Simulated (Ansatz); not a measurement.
`[GeH3][CH]1CO1` + `CNCO` → `C[NH][GeH3]` + `OCC1CO1`  (formal exchange of groups at a Ge–C bond)

Calculated with Ansatz (gas phase, PBE0-D4/def2-TZVP geometries, no zero-point term in ΔE). CCSD(T)/CBS is the MP2 limit (def2-TZVPP, def2-QZVPP) plus CCSD(T) − MP2 in def2-TZVPP, frozen cores. Functionals use def2-TZVPP. B3LYP here is the variant with VWN-RPA as its local correlation; programs differ in this. For Ge outer-core shells are correlated without core-valence functions, which leaves a few kJ/mol of doubt a bond. Scalar relativity is left out up to krypton. One conformer a species, not always the lowest.

```json
{"level": "PBE-D4", "ΔE (kJ/mol)": "-34.1"}
{"level": "B3LYP-D4", "ΔE (kJ/mol)": "-39.6"}
{"level": "ωB97X-V", "ΔE (kJ/mol)": "-40.5"}
{"level": "PBE0", "ΔE (kJ/mol)": "-36.8"}
{"level": "HF/def2-TZVPP", "ΔE (kJ/mol)": "-47.9"}
{"level": "MP2/def2-TZVPP", "ΔE (kJ/mol)": "-42.6"}
{"level": "MP2/CBS(def2)", "ΔE (kJ/mol)": "-43.6"}
{"level": "CCSD/CBS(def2)", "ΔE (kJ/mol)": "-42.3"}
```

(1) What does CCSD(T)/CBS give? (An estimate is asked.)

Largest T1 diagnostic among the species: 0.012.

## Answers

(1) Ansatz gave: -41.4 kJ/mol. The listed levels differ from it by 7.3, 1.8, 0.9, 4.6, -6.5, -1.2, -2.2, -0.9 kJ/mol.

From PBE to PBE0 (25 % exact exchange), in def2-TZVPP and without D4, ΔE moves by −3.3 kJ/mol. In def2-TZVPP, CCSD(T) changes the Hartree–Fock value by +7.5 kJ/mol (the triples alone add +0.9 kJ/mol) and MP2 by +5.3 kJ/mol.
